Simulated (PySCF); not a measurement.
Method: PySCF with PBE-D3(BJ)/def2-TZVP. Isolated molecules, 0 K electronic values unless said otherwise. Excitations are Tamm–Dancoff values on a coarser integration grid. The basis has no diffuse functions, so Rydberg states are missing or too high.

Reference species (SMILES): `C#CC=C` (neutral, multiplicity 1).

```json
{
  "S1 excitation (TDA)": "4.84 eV",
  "S1–T1 gap (TDA)": "1.51 eV",
  "dipole_moment": "0.38 D",
  "T1 excitation (TDA)": "3.33 eV"
}
```

After one change: the S1 excitation (TDA) decreases by 1.12 eV; the S1–T1 gap (TDA) drops by 0.65 eV; the dipole moment increases by 1.66 D; the T1 excitation (TDA) decreases by 0.47 eV.

Task: What was changed between the two runs? The new species is one of these.
(A) `C1=CC=C1`
(B) `C=C1C=C1`
(C) `C=C=C=C`

Result: B, `C=C1C=C1`
